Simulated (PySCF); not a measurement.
Ga(H)(Cl)(OMe) (CH₄ClGaO), SMILES C[O][GaH][Cl]. Atoms are numbered in the order given.

```xyz
8

Ga    -0.4658    -0.0563     0.0000
H     -2.0055     0.1377     0.0000
Cl     0.4723    -1.9758     0.0000
O      0.6927     1.2834     0.0000
C      0.3477     2.6385     0.0000
H      0.7665     3.1397    -0.8904
H      0.7665     3.1397     0.8904
H     -0.7450     2.8209     0.0000
```

Coordinates come from a PBE0-D3(BJ)/def2-SVP optimisation. The structure was generated by enumeration; whether it is a known compound was not checked. The values are those of a single conformer.

These are PBE/def2-TZVP (PySCF) values and carry that method's errors.

Atomic charges (e):

```csv
atom,Löwdin,Mulliken
Ga1,-0.07,0.44
H2,-0.08,-0.04
Cl3,0.19,-0.24
O4,0.04,-0.29
C5,-0.40,-0.20
H6,0.11,0.12
H7,0.11,0.12
H8,0.10,0.10
```
